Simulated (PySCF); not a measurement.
Assigning NMR signals

Molfile (atoms numbered from 1):
```
C4H4F4O
     RDKit          3D

 13 12  0  0  0  0  0  0  0  0999 V2000
   -1.6026    1.2774   -1.1330 O   0  0  0  0  0  0  0  0  0  0  0  0
   -1.6652    0.6765   -0.1232 C   0  0  0  0  0  0  0  0  0  0  0  0
   -2.6327    0.9694    0.7856 F   0  0  0  0  0  0  0  0  0  0  0  0
   -0.8362   -0.4752    0.3622 C   0  0  0  0  0  0  0  0  0  0  0  0
    0.4417   -0.6413   -0.4597 C   0  0  0  0  0  0  0  0  0  0  0  0
    1.5455    0.2664    0.0555 C   0  0  0  0  0  0  0  0  0  0  0  0
    1.8856   -0.0346    1.3211 F   0  0  0  0  0  0  0  0  0  0  0  0
    2.6612    0.1542   -0.6753 F   0  0  0  0  0  0  0  0  0  0  0  0
    1.2033    1.5585    0.0556 F   0  0  0  0  0  0  0  0  0  0  0  0
   -0.6175   -0.3368    1.4242 H   0  0  0  0  0  0  0  0  0  0  0  0
   -1.4608   -1.3691    0.2752 H   0  0  0  0  0  0  0  0  0  0  0  0
    0.8163   -1.6638   -0.4017 H   0  0  0  0  0  0  0  0  0  0  0  0
    0.2570   -0.3812   -1.5042 H   0  0  0  0  0  0  0  0  0  0  0  0
  1  2  2  0
  2  3  1  0
  2  4  1  0
  4  5  1  0
  5  6  1  0
  6  7  1  0
  6  8  1  0
  6  9  1  0
  4 10  1  0
  4 11  1  0
  5 12  1  0
  5 13  1  0
M  END
```

- structure optimised with GFN2-xTB
- GIAO PBE0/pcSseg-1 shieldings
- program: PySCF
- averaged over atoms made equivalent by symmetry, fast rotation or ring inversion, relativity neglected, a single conformation, gas phase

Chemical shifts δ = σref − σ; $^{13}$C, $^{1}$H vs TMS, all at this level.

(1) Assign these signals to the numbered atoms. $^{13}$C{$^{1}$H} NMR (computed): δ 171.7, 135.1, 32.8, 28.8.

(2) Assign these signals to the numbered atoms. $^{1}$H NMR (300 MHz, computed): δ 2.80 (m, 2H), 2.53 (m, 2H).

Results:

(1) 
| δ (ppm) | atoms | environment | reason |
| --- | --- | --- | --- |
| 171.7 | C2 | carbonyl carbon | – |
| 135.1 | C6 | CF3 carbon | 3 electronegative neighbours deshield it |
| 32.8 | C5 | sp3 CH2 | a saturated carbon with 2 carbon neighbours and no heteroatom attached |
| 28.8 | C4 | sp3 CH2 α to a carbonyl | α to the electron-withdrawing carbonyl group |

(2) 
| δ (ppm) | atoms | environment | reason |
| --- | --- | --- | --- |
| 2.80 | H10/H11 | hydrogen on an sp3 CH2 α to a carbonyl | α to C=O |
| 2.53 | H12/H13 | hydrogen on an sp3 CH2 | – |

Splittings by $^{19}$F in the carbon and heteronuclear signals aren't shown, as no couplings were computed. Shifts are as computed. Against solution values, carbons near 30 ppm lie about +3 ppm off and those near 130 ppm about +5 ppm. Of 1211 compounds with measured shifts, 218 miss one by over three times the rms of a fit or turn the order of signals round; such compounds aren't used in these exercises. No couplings were computed; multiplicities are counted from neighbouring protons, with m where these are inequivalent, close in shift, in a saturated or five-membered ring or joined by F or P, and br s for small geminal =CH2 splittings.
